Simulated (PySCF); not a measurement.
PBE0 on Sb⁻ (antimony, charge -1), [Kr] 4d10 5s2 5p4, high-spin 3P determinant. Calculation: PySCF 2.14, in def2-TZVPPD with the def2 core potential (28 electrons); a scalar-relativistic core potential.

```
cycle= 1 E= -240.251149838958  delta_E= -0.00674  |g|= 0.0204  |ddm|= 0.318
cycle= 2 E= -240.251380504445  delta_E= -0.000231  |g|= 0.0051  |ddm|= 0.0614
cycle= 3 E= -240.251401534406  delta_E= -2.1e-05  |g|= 0.00129  |ddm|= 0.0175
cycle= 4 E= -240.251403606343  delta_E= -2.07e-06  |g|= 0.00103  |ddm|= 0.00555
cycle= 5 E= -240.251404268799  delta_E= -6.62e-07  |g|= 0.000124  |ddm|= 0.00258
cycle= 6 E= -240.25140430498  delta_E= -3.62e-08  |g|= 1.56e-05  |ddm|= 0.000828
cycle= 7 E= -240.251404305654  delta_E= -6.74e-10  |g|= 1.72e-06  |ddm|= 0.000119
converged SCF energy = -240.251404305654  <S^2> = 2.0042894  2S+1 = 3.0028582
```

Highest occupied orbital energy: 1.058 eV; ⟨L²⟩ = 2.02; populations by l: s 4.00, p 10.00, d 10.00, f 0.00.

(1) Can this result be used?

Results:

(1) With care. The run converged. Energies and moments cover only the electrons outside the core potential. At PBE0 the highest occupied level has a positive energy, so only the finite basis holds that electron; in a semilocal or global hybrid functional this comes from self-interaction and does not mean that the real anion is unbound.
